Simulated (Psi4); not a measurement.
AlF3, triplet, at a GFN2-xTB geometry (such geometries of metal compounds can be far from the true shape) (a higher spin typed on purpose: for a closed-shell molecule this is an excited state); B3LYP5/6-311G** run with Psi4.

The Psi4 input:
```
memory 2 GB

molecule mol {
0 3
  Al   -0.366336    0.172595   -0.154901
  F    -1.163782   -1.344110    0.290905
  F     0.581934    1.618241   -0.536932
  F     1.110999   -0.523434    0.469773
}

set basis 6-311g**
set reference uks

energy('b3lyp5')
print_variables()
```

### Question
What does Psi4 print? Leave out banner, timings and long lists.

### Answer

```
   => Loading Basis Set <=

    Name: 6-311G**
    Role: ORBITAL
    Keyword: BASIS

         ---------------------------------------------------------
                                   SCF
               by Justin Turney, Rob Parrish, Andy Simmonett
                          and Daniel G. A. Smith
                              UKS Reference
         ---------------------------------------------------------

  ==> Geometry <==

    Molecular point group: c1
    Full point group: C1

    Geometry (in Angstrom), charge = 0, multiplicity = 3:

       Center              X                  Y                   Z               Mass
    ------------   -----------------  -----------------  -----------------  -----------------
         AL          -0.368345069618     0.173541455572    -0.155750632975    26.981538530000
         F           -1.165791069618    -1.343163544428     0.290055367025    18.998403162730
         F            0.579924930382     1.619187455572    -0.537781632975    18.998403162730
         F            1.108989930382    -0.522487544428     0.468923367025    18.998403162730

  Running in c1 symmetry.

  Rotational constants: A =      0.39736  B =      0.14188  C =      0.10455 [cm^-1]
  Rotational constants: A =  11912.45123  B =   4253.33566  C =   3134.25223 [MHz]
  Nuclear repulsion =  152.817157116690424

  Charge       = 0
  Multiplicity = 3
  Electrons    = 40
  Nalpha       = 21
  Nbeta        = 19

  ==> Algorithm <==

  SCF Algorithm Type is DF.
  DIIS enabled.
  MOM disabled.
  Fractional occupation disabled.
  Guess Type is SAD.
  Energy threshold   = 1.00e-06
  Density threshold  = 1.00e-06
  Integral threshold = 1.00e-12

  ==> Primary Basis <==

  Basis Set: 6-311G**
    Blend: 6-311G**
    Number of shells: 36
    Number of basis functions: 80
    Number of Cartesian functions: 84
    Spherical Harmonics?: true
    Max angular momentum: 2

  ==> DFT Potential <==

   => LibXC <=

    Version 7.1.2
    S. Lehtola, C. Steigemann, M. J. T. Oliveira, and M. A. L. Marques,  SoftwareX 7, 1–5 (2018) (10.1016/j.softx.2017.11.002)

   => Composite Functional: B3LYP5 <=

    B3LYP5 Hyb-GGA Exchange-Correlation Functional

    P. J. Stephens, F. J. Devlin, C. F. Chabalowski, and M. J. Frisch,  J. Phys. Chem. 98, 11623 (1994) (10.1021/j100096a001)

    Deriv               =              1
    GGA                 =           TRUE
    Meta                =          FALSE

    Exchange Hybrid     =           TRUE
    MP2 Hybrid          =          FALSE

   => Exchange Functionals <=

    0.0800   Slater exchange
    0.7200         Becke 88

   => Exact (HF) Exchange <=

    0.2000               HF

   => Correlation Functionals <=

    0.1900   Vosko, Wilk & Nusair (VWN5)
    0.8100   Lee, Yang & Parr

   => LibXC Density Thresholds  <==

    XC_HYB_GGA_XC_B3LYP5:  1.00E-15

   => Molecular Quadrature <=

    Radial Scheme          =       TREUTLER
    Pruning Scheme         =           NONE
    Nuclear Scheme         =       TREUTLER

    Blocking Scheme        =         OCTREE
    BS radius alpha        =              1
    Pruning alpha          =              1
    Radial Points          =             75
    Spherical Points       =            302
    Total Points           =          88121
    Total Blocks           =            718
    Max Points             =            256
    Max Functions          =             74
    Weights Tolerance      =       1.00E-15

   => Loading Basis Set <=

    Name: (6-311G** AUX)
    Role: JKFIT
    Keyword: DF_BASIS_SCF

  ==> Integral Setup <==

  SCF_SUBTYPE=INCORE selected. In-core MEM_DF algorithm will be used.
  Using in-core AOs.

  ==> MemDFJK: Density-Fitted J/K Matrices <==

    J tasked:                   Yes
    K tasked:                   Yes
    wK tasked:                   No
    Algorithm:                 Core
    Schwarz Cutoff:           1E-12
    Mask sparsity (%):       7.6250
    Fitting Condition:        1E-10

   => Auxiliary Basis Set <=

[...]

   -------------------------
    Irrep   Nso     Nmo
   -------------------------
     A         80      80
   -------------------------
    Total      80      80
   -------------------------

  ==> Iterations <==

                           Total Energy        Delta E     RMS |[F,P]|

   @DF-UKS iter SAD:  -541.08026429327776   -5.41080e+02   0.00000e+00
   @DF-UKS iter   1:  -541.80610129712068   -7.25837e-01   7.13993e-03 DIIS/ADIIS
   @DF-UKS iter   2:  -541.62892067656560    1.77181e-01   1.16896e-02 DIIS/ADIIS
   @DF-UKS iter   3:  -541.85366082643554   -2.24740e-01   4.44273e-03 DIIS/ADIIS
   @DF-UKS iter   4:  -541.89513399775046   -4.14732e-02   1.42140e-03 DIIS/ADIIS
   @DF-UKS iter   5:  -541.89949768524275   -4.36369e-03   1.27502e-04 DIIS/ADIIS
   @DF-UKS iter   6:  -541.89952815896606   -3.04737e-05   4.28990e-05 DIIS
   @DF-UKS iter   7:  -541.89953293900282   -4.78004e-06   1.30080e-05 DIIS
   @DF-UKS iter   8:  -541.89953323852887   -2.99526e-07   7.92501e-06 DIIS
   @DF-UKS iter   9:  -541.89953330371941   -6.51905e-08   6.16172e-06 DIIS
   @DF-UKS iter  10:  -541.89953339694762   -9.32282e-08   1.46684e-06 DIIS
   @DF-UKS iter  11:  -541.89953340190777   -4.96016e-09   2.49168e-07 DIIS
  Energy and wave function converged.

  ==> Post-Iterations <==

   Electrons on quadrature grid:
      Nalpha   =   20.9999986840 ; deviation = -1.316e-06
      Nbeta    =   19.0000017238 ; deviation = 1.724e-06
      Ntotal   =   40.0000004079 ; deviation = 4.079e-07

   @Spin Contamination Metric:   5.546311867E-03
   @S^2 Expected:                2.000000000E+00
   @S^2 Observed:                2.005546312E+00
   @S   Expected:                1.000000000E+00
   @S   Observed:                1.000000000E+00

    Orbital Energies [Eh]
    ---------------------

    Alpha Occupied:

[...]
    Alpha Virtual:

[...]
    Beta Occupied:

[...]
      19A     -0.383089

    Beta Virtual:

[...]
      80A    120.271981

    Final Occupation by Irrep:
              A
    DOCC [    19 ]
    SOCC [     2 ]
    NA   [    21 ]
    NB   [    19 ]

  @DF-UKS Final Energy:  -541.89953340190777

   => Energetics <=

    Nuclear Repulsion Energy =            152.8171571166904243
    One-Electron Energy =               -1060.1777672001312567
    Two-Electron Energy =                 405.7524241315307449
    DFT Exchange-Correlation Energy =     -40.2913474499976942
    Empirical Dispersion Energy =           0.0000000000000000
    VV10 Nonlocal Energy =                  0.0000000000000000
    Total Energy =                       -541.8995334019077745

  UHF NO Occupations:
  HONO-2 :   19  A 1.9987745
  HONO-1 :   20  A 1.0000000
  HONO-0 :   21  A 1.0000000
  LUNO+0 :   22  A 0.0012255
  LUNO+1 :   23  A 0.0009446
  LUNO+2 :   24  A 0.0001780
  LUNO+3 :   25  A 0.0001298

Computation Completed

Properties will be evaluated at   0.000000,   0.000000,   0.000000 [a0]

Properties computed using the SCF density matrix

 Multipole Moments:

 ------------------------------------------------------------------------------------
     Multipole            Electronic (a.u.)      Nuclear  (a.u.)        Total (a.u.)
 ------------------------------------------------------------------------------------

 L = 1.  Multiply by 2.5417464519 to convert [e a0] to [Debye]
 Dipole X            :         -0.0191904           -0.1518807           -0.1710711
 Dipole Y            :          0.0090395            0.0715568            0.0805963
 Dipole Z            :         -0.0081136           -0.0642211           -0.0723346
 Magnitude           :                                                    0.2024682

 ------------------------------------------------------------------------------------

  Variable Map:
  ----------------------------------------------------------------------------
[...]
  Array Variable Map:
  ----------------------------------------------------------------------------
[...]
[...]
```
